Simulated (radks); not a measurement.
Initial-state core-level shifts of the rhenium ion Re2+ when its valence configuration changes from [Xe] 4f14 5d5. All-electron calculation, Dirac Kohn-Sham, PBEsol, spin-unpolarised, spherical densities, point nucleus; open shells fill j = l - 1/2 first. Program: a radial shooting solver on a logarithmic mesh with Libxc functionals. Shifts are changes of the shell-averaged eigenvalues in eV (positive: less bound).

valence                    1s       3p       3d       5p
4f14 5d4 6s1           -3.085   -3.206   -3.222   -2.872
4f14 5d4 6p1           -4.255   -4.375   -4.390   -4.008
4f13 5d5 6p1          -14.778  -17.378  -17.253   -7.545
4f14 5d3 6p2           -8.958   -9.169   -9.204   -8.257
4f14 5d4 6s0.5 6p0.5   -3.673   -3.794   -3.809   -3.443
4f13 5d6              -10.349  -12.823  -12.683   -3.408
4f14 5d4.5 6s0.5       -1.516   -1.576   -1.584   -1.418
4f12 5d3 6p4          -41.692  -47.311  -47.116  -24.953
4f13.5 5d5 6p0.5       -7.259   -8.527   -8.466   -3.743
